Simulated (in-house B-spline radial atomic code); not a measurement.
RPA and G0W0 for the iridium ion Ir⁴⁺, [Xe] 4f14 5d5, highest spin, as one setting changes: the share of exact exchange in the PBE hybrid start. A dash marks a level of low quasi-particle weight. Computed with a B-spline radial code for spherical atoms: all electrons, scalar-relativistic (spin-free one-electron X2C), finite nucleus, each spin shell either full or empty, empty states to l = 9 with an (l + 1/2)⁻⁴ tail; G0W0 by contour deformation at full frequency.

Without the two-electron picture change, the correlation of inner shells comes somewhat too large for so heavy an element.

```
share of exact exchange in the PBE hybrid start  mean-field level (eV)  G0W0 level (eV)  RPA correlation (Eh)
                                              0                 -52.03     5d up -59.50               -6.6094
                                            0.1                 -52.85     5d up -59.63               -6.5635
                                            0.2                 -53.67     5d up -59.66               -6.5187
                                            0.3                 -54.50     5d up -59.68                -6.475
                                            0.4                 -55.33     5d up -59.68               -6.4324
                                            0.5                 -56.17     5d up -59.67               -6.3907
                                            0.6                 -57.01     5d up -59.66                 -6.35
                                            0.7                      ?                ?                     ?
                                            0.8                      ?                ?                     ?
                                            0.9                 -59.55     5d up -59.61               -6.2328
                                              1                 -60.41     5d up -59.58               -6.1954
```

Problem. What belongs in the row for 0.7?

Solution. mean-field level (eV): -57.85; G0W0 level (eV): 5d up -59.65; RPA correlation (Eh): -6.3101.

Problem. What belongs in the row for 0.8?

Solution. mean-field level (eV): -58.70; G0W0 level (eV): 5d up -59.63; RPA correlation (Eh): -6.2711.

Problem. At what share of exact exchange does G0W0 leave the highest level unchanged?

Solution. Near 0.91, where the shift changes sign (-0.052 eV at 0.9, +0.829 eV at 1).
